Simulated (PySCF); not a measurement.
Predicted microwave data (PBE0/pcSseg-1 in PySCF (dipole) on a GFN2-xTB geometry, gas phase) for one isomer of C7H11NO:

- Rotational constants: A = 2221, B = 1002, C = 795.4 MHz
- Dipole components: |μa| = 2.92 D, |μb| = 1.86 D, |μc| = 2.34 D
- Inertial defect: -96.69 u·Å²
- κ: -0.71

**Question.** Which candidate fits, each taken in the one conformer that was computed?
A. `[CH2:1]=[C:2]=[CH:3][CH2:4][C:5](=[O:6])[N:7]([CH3:8])[CH3:9]` with C2–C3–C4–C5 -124°, C3–C4–C5–O6 -100°, C4–C5–N7–C8 176°
B. `[CH3:1][CH2:2][C@@H:3]1[CH:4]=[CH:5][C@H:6]1[NH:7][CH:8]=[O:9]` with C1–C2–C3–C4 171°, C5–C6–N7–C8 -152°, C6–N7–C8–O9 2°
C. `[CH3:1][C:2]#[C:3][C@@H:4]([CH3:5])[C:6](=[O:7])[NH:8][CH3:9]` with C3–C4–C6–O7 143°, C4–C6–N8–C9 180°
D. `[CH2:1]=[CH:2][C:3](=[CH2:4])[C:5](=[O:6])[N:7]([CH3:8])[CH3:9]` with C1–C2–C3–C4 -177°, C2–C3–C5–O6 -97°, C3–C5–N7–C8 2°
E. `[CH2:1]=[C:2]1[CH2:3][CH2:4][C@@H:5]([NH:6][CH:7]=[O:8])[CH2:9]1` with C4–C5–N6–C7 -121°, C5–N6–C7–O8 1°, C1–C2–C3–C4 -173°, C2–C3–C4–C5 -28°, C3–C4–C5–N6 -81°, C4–C5–C9–C2 -32°

**Answer.** C. It is CC#C[C@@H](C)C(=O)NC, an asymmetric top, point group C1. The candidates at the same level (rigid rotor, commonest isotopes):

```tsv
SMILES	A (MHz)	B (MHz)	C (MHz)	μa (D)	μb (D)	μc (D)	Δ (u·Å²)	point group	rotor
CC[C@@H]1C=C[C@H]1NC=O	2076	1425	925.8	1.86	2.33	2.13	-52.26	C1	asymmetric top
CC#C[C@@H](C)C(=O)NC	2221	1002	795.4	2.92	1.86	2.34	-96.69	C1	asymmetric top
C=C1CC[C@@H](NC=O)C1	3785	948.9	874.2	3.20	0.24	1.80	-88.02	C1	near-prolate asymmetric top
C=C=CCC(=O)N(C)C	2872	1001	799.1	1.47	3.45	0.79	-48.49	C1	asymmetric top
C=CC(=C)C(=O)N(C)C	2205	1299	1210	0.44	2.61	2.87	-200.59	C1	asymmetric top
```

`C=C1CC[C@@H](NC=O)C1` has A 70 % too high; `C=C=CCC(=O)N(C)C` has A 29 % too high; `C=CC(=C)C(=O)N(C)C` has C 52 % too high; `CC[C@@H]1C=C[C@H]1NC=O` has B 42 % too high. No structure here is proved a minimum.
